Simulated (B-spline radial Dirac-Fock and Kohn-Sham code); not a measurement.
## How the settings move the core levels of Sr

ΔSCF core binding energies without Breit or QED terms, calculated with a radial atomic solver. Keys: rel is the Hamiltonian (dirac, or spin-free x2c and nr, where L3 and M5 stand for the whole 2p and 3d shells), method is hf or an exchange,correlation pair (spin-unpolarised, also for the hole states), nuc the nuclear model, radius_factor scales its radius, rmax is the box in bohr, h the logarithmic mesh step, order the B-spline order, points the quadrature points per cell, c_factor scales the speed of light, and damp, ndamp, maxit and tol steer the iteration. The run stops when the commutator error falls below 10·tol·max(1, Z/10), or the numerical noise floor, and the energy has settled to about 1e-8 Ha; the virial ratio is −V/T.

Base input:

```json
{"items": [{"Z": 38, "q": 0, "cfg": [[1, 0, 2], [2, 0, 2], [2, 1, 6], [3, 0, 2], [3, 1, 6], [3, 2, 10], [4, 0, 2], [4, 1, 6], [5, 0, 2]], "A": 88, "rrms": 4.224, "do": "settings", "holes": ["K", "L3", "M5"],
  "settings": [{"rel": "dirac", "method": "hf", "nuc": "fermi", "radius_factor": 1.0, "rmax": 45.0, "h": 0.3, "order": 8, "points": 10, "c_factor": 1.0, "maxit": 60, "damp": 0.5, "ndamp": 3, "tol": 1e-08}]}]}
```

The ground state converged in 10 iterations, with total energy -3178.08083 Ha, virial ratio 1.97048 and highest orbital energy -4.93 eV. ΔSCF binding energies: K (1s) 16152.2 eV, L3 (2p3/2) 1951.9 eV, M5 (3d5/2) 141.2 eV.

Changes from the base run:

| changed setting | Δ total energy (Ha) | Δ K (eV) | Δ L3 (eV) | Δ M5 (eV) | iterations |
| --- | --- | --- | --- | --- | --- |
| order = 5 | +0.00066 | 0.00 | 0.00 | 0.00 | 10 |
| tol = 0.0001 | 0.00000 | 0.00 | 0.00 | 0.00 | 9 |
| radius_factor = 2.0; rmax = 30.0; tol = 0.0001 | +0.08756 | -1.02 | +0.01 | 0.00 | 9 |
| h = 0.4 | +0.00051 | 0.00 | 0.00 | 0.00 | 10 |
| rmax = 30.0 | 0.00000 | 0.00 | 0.00 | 0.00 | 10 |
| c_factor = 5.0 | +44.75828 | -310.85 | +4.34 | +3.53 | 10 |
| rmax = 80.0 | 0.00000 | 0.00 | 0.00 | 0.00 | 10 |
| method = "rpbe,pbe" | -1.94172 | +21.24 | -10.04 | +0.25 | 10 |
| h = 0.12 | 0.00000 | 0.00 | 0.00 | 0.00 | 10 |
| radius_factor = 2.0; rmax = 30.0; tol = 0.0001 | +0.08756 | -1.02 | +0.01 | 0.00 | 9 |
| order = 6 | +0.00007 | 0.00 | 0.00 | 0.00 | 10 |
|  | 0.00000 | 0.00 | 0.00 | 0.00 | 10 |
| method = "rpbe,pbe"; order = 6; c_factor = 5.0 | ? | ? | ? | ? | ? |
| c_factor = 1.5 | +26.29704 | -182.73 | +2.59 | +2.06 | 10 |
| rel = "x2c"; radius_factor = 2.0; h = 0.4 | +0.81272 | -11.46 | +21.80 | +0.75 | 10 |

Task: What does the change method = "rpbe,pbe"; order = 6; c_factor = 5.0 do?

Result: The total energy moves by +43.09823 Ha and the binding energies by K -291.95 eV, L3 -5.86 eV, M5 +3.77 eV; the run takes 10 iterations.
